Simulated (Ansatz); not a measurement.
`[OH][Hf]([Cl])([Cl])[Cl]` + H₂O → `[OH][Hf]([OH])([Cl])[Cl]` + HCl at 500 K and 1 bar (formal hydrolysis of the Hf–Cl bond).

Isolated molecules relaxed with PBE0-D4/def2-TZVP in Ansatz; ΔE leaves out vibrations. CBS: MP2 limit from def2 TZ/QZ plus the TZ coupled-cluster correction, frozen cores. This one scheme is used for every species. def2 core potentials past Kr. For Hf outer-core shells are correlated without core-valence functions, which leaves a few kJ/mol of doubt a bond. Each species was taken in one conformer, which may not be the lowest.

```csv
species,CCSD(T)/CBS energy (Eh),H − E (kJ/mol),S (J/(mol·K))
`[OH][Hf]([Cl])([Cl])[Cl]`,-1503.31799,89.6,449.4
H₂O,-76.37941,73.2,206.3
`[OH][Hf]([OH])([Cl])[Cl]`,-1119.30536,123.2,465.0
HCl,-460.38127,32.5,201.9
```

H − E and S are ideal-gas, rigid-rotor, harmonic terms from PBE0-D4/def2-TZVP, for one conformer and one mirror image of each species. 1 Eh = 2625.50 kJ/mol, R = 8.31446 J/(mol·K).

Question: By hand: ΔE, ΔH, ΔS and ΔG.

Answer: ΔE = (-1119.30536) + (-460.38127) − (-1503.31799) − (-76.37941) = 0.01077 Eh = 28.3 kJ/mol. Δ(H − E) = 123.2 + 32.5 − 89.6 − 73.2 = -7.1, so ΔH = 21.2 kJ/mol. ΔS = 465.0 + 201.9 − 449.4 − 206.3 = 11.2 J/(mol·K). ΔG = 21.2 − 500 × (11.2)/1000 = 15.6 kJ/mol.

Question: By hand: the equilibrium constant, and the temperature at which ΔG would vanish if ΔH and ΔS stayed fixed.

Answer: log₁₀ K = −ΔG/(RT ln 10) = -1.6. ΔG = 0 at ΔH/ΔS = 1893 K, though so small a ΔS makes that figure unsure.

The number of gas molecules stays the same, so ΔS is small and ΔH decides. A doubt of 5 kJ/mol in ΔE shifts log₁₀ K by 0.5 here. Other conformers and mirror images would add mixing entropy, several J/(mol·K) or more a flexible species. These are equilibria of isolated gas molecules and say nothing of rates. Largest T1 diagnostic: 0.014 (customary marks: 0.02 for closed shells, 0.045 for open ones).
